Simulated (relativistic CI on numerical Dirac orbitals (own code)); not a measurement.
Calculated at this level of theory: Dirac-Coulomb-Breit CI, orbitals from a KLI potential per configuration, QED by a radiative potential, unscaled Slater integrals (own radial code, finite nucleus).

The strongest absorption lines from the ground level of an ion, among the configurations computed and to levels below about 2010 eV (vacuum wavelength in nm, gf): 0.77568 (0.00059), 1.2163 (0.0005), 1.8466 (0.9), 2.0611 (0.17).

**Question.** Which ion is it?
A. Tl LXVIII
B. Os LXI
C. Os LXIII
D. Rn LXXIII

**Answer.** C. Os LXIII has 14 electrons and the ground level 3s²3p² ³P0; the strongest line goes to 3s²3p3d ³D°1. The pattern of lines fixes the number of electrons, and along that sequence the line energies rise steadily with the charge (about as its square where n changes within one kind of shell, about linearly where n is kept but much faster in heavy ions where fine structure, which grows about as Z⁴, sets the gap, and irregularly where shells cross), which fixes Z. Configurations outside the model, such as inner-shell arrays, can give stronger lines. At this charge energies of transitions that change n are usually good to better than 1 %, and those within a shell (Δn = 0) to a few per cent.

LS names give the leading component of a level, which can be under half, so a name can repeat, a term be missing and a line seem to break the LS rules.
